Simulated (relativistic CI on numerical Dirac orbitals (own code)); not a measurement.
## Level scheme of Co

These numbers are calculated, not measured: Dirac-Coulomb-Breit CI, KLI orbitals optimised for each configuration, model QED, valence Slater integrals scaled by 0.85, P86 correlation estimate, and configurations built on the next ion tied to the tabulated ionisation energy (semi-empirical) (own radial code, finite nucleus).

Configuration list (outside the closed core [Ar]): 3d7.4s2, 3d8.4s, 3d7.4s.4p, 3d8.4p, 3d9, 3d8.4d, 3d8.5s, 3d8.4f, 3d7.4p2, 3d7.4s.4d, 3d8.5p, 3d7.4s.5s, 3d7.4s.6s, 3d7.4s.5p, 3d7.4s.6p, 3d7.4s.4f, 3d7.4s.5d, 3d7.4s.5g, 3d7.4s.5f, 3d7.4s.6d, 3d7.4s.6g, 3d7.4d2, 3d6.4s2.4p, 3d7.4p.4d. Levels of other configurations are missing.

The lowest level is 3d7.4s2 4F_9/2, with 95 % of that term; Hund's rules for 3d7.4s2 give 4F with J = 9/2, in agreement.

```
No.       Configuration  Term     J  E (cm⁻¹)   %  Lifetime (s)
  1             3d7.4s2    4F   9/2       0.0  95              
  2             3d7.4s2    4F   7/2     797.4  95      5.86e+01
  3             3d7.4s2    4F   5/2    1377.5  95      8.88e+01
  4             3d7.4s2    4F   3/2    1773.6  95      2.49e+02
  5          3d8(3F).4s    4F   9/2    9659.4  98              
  6          3d8(3F).4s    4F   7/2   10295.2  97              
  7          3d8(3F).4s    4F   5/2   10809.6  98              
  8          3d8(3F).4s    4F   3/2   11173.2  98              
  9          3d8(3F).4s    2F   7/2   14473.2  96      2.41e+01
 10          3d8(3F).4s    2F   5/2   15446.0  96      2.92e+01
 11             3d7.4s2    2G   9/2   15612.6  93      2.44e+00
 12             3d7.4s2    4P   5/2   15735.9  95      2.09e+01
 13             3d7.4s2    4P   3/2   15943.0  91      2.75e+01
 14             3d7.4s2    4P   1/2   16303.0  93      2.69e+01
 15             3d7.4s2    2G   7/2   16352.8  95      4.46e+00
 16  3d7(4F).4s<5F>.4p‡   6F°  11/2   19008.9  96              
 17  3d7(4F).4s<5F>.4p‡   6F°   9/2   19304.4  73              
 18  3d7(4F).4s<5F>.4p‡   6F°   7/2   19750.6  81              
 19  3d7(4F).4s<5F>.4p‡   6D°   9/2   20073.7  75              
 20  3d7(4F).4s<5F>.4p‡   6F°   5/2   20135.1  88              
 21             3d7.4s2    2P   3/2   20164.9  70      2.95e+00
 22  3d7(4F).4s<5F>.4p‡   6G°  13/2   20259.2  99              
 23  3d7(4F).4s<5F>.4p‡   6F°   3/2   20426.0  93              
 24  3d7(4F).4s<5F>.4p‡   6F°   1/2   20607.4  97              
 25  3d7(4F).4s<5F>.4p‡   6G°  11/2   20711.5  96              
 26  3d7(4F).4s<5F>.4p‡   6D°   7/2   20713.5  83              
 27             3d7.4s2    2H  11/2   20804.1  95      2.78e+01
 28             3d7.4s2    2P   1/2   20987.3  87      6.49e+00
 29  3d7(4F).4s<5F>.4p‡   6G°   9/2   21086.9  94              
 30  3d7(4F).4s<5F>.4p‡   6D°   5/2   21185.2  88              
 31  3d7(4F).4s<5F>.4p‡   6G°   7/2   21380.5  93              
 32             3d7.4s2    2H   9/2   21474.2  93      6.96e+00
 33  3d7(4F).4s<5F>.4p‡   6D°   3/2   21511.9  93              
 34             3d7.4s2    2D   5/2   21563.7  56      1.13e+00
 35  3d7(4F).4s<5F>.4p‡   6G°   5/2   21594.6  94              
 36  3d7(4F).4s<5F>.4p‡   6D°   1/2   21703.0  97              
 37  3d7(4F).4s<5F>.4p‡   6G°   3/2   21736.9  96              
 38          3d8(1D).4s    2D   3/2   22408.8  53              
 39          3d8(3P).4s    4P   5/2   23494.4  60              
 40          3d8(3P).4s    4P   3/2   24150.7  77              
 41          3d8(3P).4s    4P   1/2   24441.2  98              
 42          3d8(1D).4s    2D   5/2   24561.8  46              
 43             3d7.4s2    2D   3/2   24638.5  39              
 44  3d7(4F).4s<5F>.4p‡   4G°  11/2   25220.0  97      1.20e-07
 45  3d7(4F).4s<5F>.4p‡   4F°   9/2   25236.8  81      1.18e-07
 46  3d7(4F).4s<5F>.4p‡   4F°   7/2   25609.4  76      1.29e-07
 47  3d7(4F).4s<5F>.4p‡   4G°   9/2   25722.3  81      1.31e-07
 48  3d7(4F).4s<5F>.4p‡   4F°   5/2   26032.7  80      1.33e-07
 49  3d7(4F).4s<5F>.4p‡   4G°   7/2   26143.0  83      1.36e-07
 50  3d7(4F).4s<5F>.4p‡   4F°   3/2   26401.2  93      1.33e-07
 51  3d7(4F).4s<5F>.4p‡   4G°   5/2   26478.0  88      1.41e-07
 52  3d7(4F).4s<5F>.4p‡   4D°   7/2   26584.3  83      9.68e-08
 53  3d7(4F).4s<5F>.4p‡   4D°   5/2   27136.0  87      1.02e-07
 54  3d7(4F).4s<5F>.4p‡   4D°   3/2   27539.2  91      1.04e-07
 55  3d7(4F).4s<5F>.4p‡   4D°   1/2   27783.2  94      1.05e-07
 56  3d7(4F).4s<3F>.4p‡   2G°   9/2   29146.2  96              
 57          3d8(3P).4s    2P   3/2   29337.4  89              
 58          3d8(3P).4s    2P   1/2   29725.1  91              
 59          3d8(1G).4s    2G   9/2   29737.1  97              
 60          3d8(1G).4s    2G   7/2   29764.5  97              
 61  3d7(4F).4s<3F>.4p‡   2F°   7/2   29806.8  80              
 62  3d7(4F).4s<3F>.4p‡   2G°   7/2   30208.5  83              
 63  3d7(4F).4s<3F>.4p‡   2F°   5/2   30639.8  83              
 64  3d7(4F).4s<3F>.4p‡   2D°   5/2   31270.5  82              
 65  3d7(4P).4s<5P>.4p‡   6S°   5/2   32019.1  97              
 66  3d7(4F).4s<3F>.4p‡   2D°   3/2   32051.5  94              
 67          3d8(3F).4p   4D°   7/2   32916.6  74      8.42e-09
 68          3d8(3F).4p   4F°   9/2   33512.1  61      6.01e-09
 69          3d8(3F).4p   4D°   5/2   33611.0  74      8.56e-09
 70          3d8(3F).4p   4F°   7/2   34071.2  60      6.19e-09
```

Energies count from the lowest computed level; ° marks odd parity; lifetimes are radiative, by E1, M1, E2 decay to levels of this space only; some are left blank where a channel outside the calculation adds to the decay or the decay crosses a small, uncertain gap. Percentages are summed over parent terms; the parents shown are those of the largest component, closed shells are left out there, and <> holds an intermediate term. ‡ marks configurations that were not tied to measured data.

The mean weight of the leading LS term, summed over parents, in these 70 levels is 86 %, and that of the leading jj configuration (from the same eigenvectors) 44 %, so LS coupling describes them better.

Configurations that consist of the next ion and one excited electron were tied to the tabulated ionisation energy; Rydberg ones are usually within 1,000 to 3,000 cm⁻¹ and the lowest ones within about 6,000 (9,000 in d shells), while levels on excited terms of the next ion carry the error of that term, and the other configurations can be misplaced by 10,000 cm⁻¹ or more. Rates follow the energies as ν³ (E1, M1) or ν⁵ (E2), so rates, branching and lifetimes can be off by large factors. The fine structure of a lone outer electron comes out too small, for d and f at times inverted, and misplaced configurations move strength between like terms. 41 of the 67 excited levels that our extract of the measured tables holds in this range could be paired (the sources list more); they are missed by 2917 cm⁻¹ on average and 8377 at most, and levels without a partner can miss by more. Some levels of the ground configuration have no partner and can miss by 10 % or more.

Landé's interval rule says that E(J) − E(J−1) = AJ with one A. For the ground term the intervals give A = -158.4, -165.7, -177.2 cm⁻¹ for J = 5/2, 7/2, 9/2; the multiplet is inverted.

LS names give the leading component of a level, which can be under half, so a name can repeat, a term be missing and a line seem to break the LS rules.
